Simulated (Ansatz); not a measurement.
Start from `OC1(F)N[SiH2]1` and change one atom or group to get `FC1(F)N[SiH2]1`.

Ansatz, PBE0-D4/def2-TZVP geometries, multiplicity 1. Each molecule was computed in one conformer, which needn't be the lowest.

```csv
property,`OC1(F)N[SiH2]1`
HOMO–LUMO gap (PBE/def2-TZVPP) / eV,4.57
LUMO energy (ωB97M-V/def2-TZVPP) / eV,1.09
LUMO energy (PBE/def2-TZVPP) / eV,-1.44
HOMO energy (PBE0/def2-TZVPP) / eV,-7.32
HOMO–LUMO gap (PBE0/def2-TZVPP) / eV,6.70
"ideal-gas entropy at 298 K and 1 bar (rigid rotor, harmonic PBE0-D4/def2-TZVP) / J/(mol·K)",314
```

**Question.** What does the change do to each property? (Best estimate.)

**Answer.** Ansatz gave: 
```tsv
property	`FC1(F)N[SiH2]1`	shift
HOMO–LUMO gap (PBE/def2-TZVPP) / eV	4.92	0.35
LUMO energy (ωB97M-V/def2-TZVPP) / eV	0.89	-0.20
LUMO energy (PBE/def2-TZVPP) / eV	-1.67	-0.23
HOMO energy (PBE0/def2-TZVPP) / eV	-7.96	-0.64
HOMO–LUMO gap (PBE0/def2-TZVPP) / eV	7.11	0.41
ideal-gas entropy at 298 K and 1 bar (rigid rotor, harmonic PBE0-D4/def2-TZVP) / J/(mol·K)	315	1
```

With PBE0 the HOMO falls by 0.64 eV and the LUMO falls by 0.24 eV, so the gap widens by about 0.40 eV. PBE moves the HOMO by -0.58 eV and ωB97M-V by -0.63 eV. The zero-point energy changes by -32.1 kJ/mol with -3 modes.
